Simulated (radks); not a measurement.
The numbers below are computed, except where a source is named.
Q: The thallium ion Tl8+, configuration [Xe] 4f14 5d5 (the NIST ground configuration). Level of theory: Dirac Kohn-Sham, exchange-only PBE, spin-unpolarised, spherical densities, finite nucleus; open shells fill j = l - 1/2 first; Fermi nuclear charge, rms radius 5.4759 fm (a radial shooting solver on a logarithmic mesh with Libxc functionals).

Spin-orbit splittings of the eigenvalues, e(l+1/2) - e(l-1/2), with zeta = 2 splitting/(2l+1) and mean radii in bohr:

| shell | occ. | splitting (eV) | zeta (eV) | <r> j=l-1/2 | <r> j=l+1/2 |
|---|---|---|---|---|---|
| 2p | 6 | 2066 | 1377 | 0.05589 | 0.06468 |
| 3p | 6 | 459.3 | 306.2 | 0.1674 | 0.1835 |
| 3d | 10 | 98.12 | 39.25 | 0.1595 | 0.1644 |
| 4p | 6 | 111.8 | 74.53 | 0.3929 | 0.4272 |
| 4d | 10 | 20.88 | 8.352 | 0.4329 | 0.4439 |
| 4f | 14 | 4.635 | 1.324 | 0.4619 | 0.4681 |
| 5p | 6 | 21.93 | 14.62 | 0.9141 | 0.9920 |
| 5d | 5 | ? | ? | 1.162 | 1.188 |

Estimate the 5d splitting.

A: 3.106 eV (zeta = 1.242 eV).
